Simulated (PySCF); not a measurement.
Molecule: sum formula H3SiO2, net charge 0, doublet state. It need not be the lowest isomer of its formula. 
Geometry from a B3LYP-D3(BJ)/def2-TZVP (Ansatz) optimisation:
```xyz
6

Si    -0.2926    -0.2554     0.1381
O     -0.7735     1.2989    -0.1230
O      1.2473    -0.6458    -0.2557
H     -1.1301    -1.1922    -0.6337
H     -0.5398    -0.3101     1.6081
H      1.9765    -0.1475     0.1229
```
Charge 0, spin multiplicity 2.

Dispersion corrections to the total energy (kcal/mol) from the dftd3 and dftd4 libraries through PySCF: D3(BJ) without and D4 with the three-body term, each with the damping fitted for the functional named.

```tsv
functional	D3(BJ)	D4
PBE0	-1.61	-1.52
B3LYP	-3.37	___
B2GP-PLYP	___	-0.74
BHLYP	-2.69	-2.18
BLYP	-4.12	-4.18
PBE	___	-1.84
revPBE	-4.86	-6.10
```

### Question
Complete the blanks.

### Answer

- B3LYP, D4: -2.99
- B2GP-PLYP, D3(BJ): -1.33
- PBE, D3(BJ): -1.88
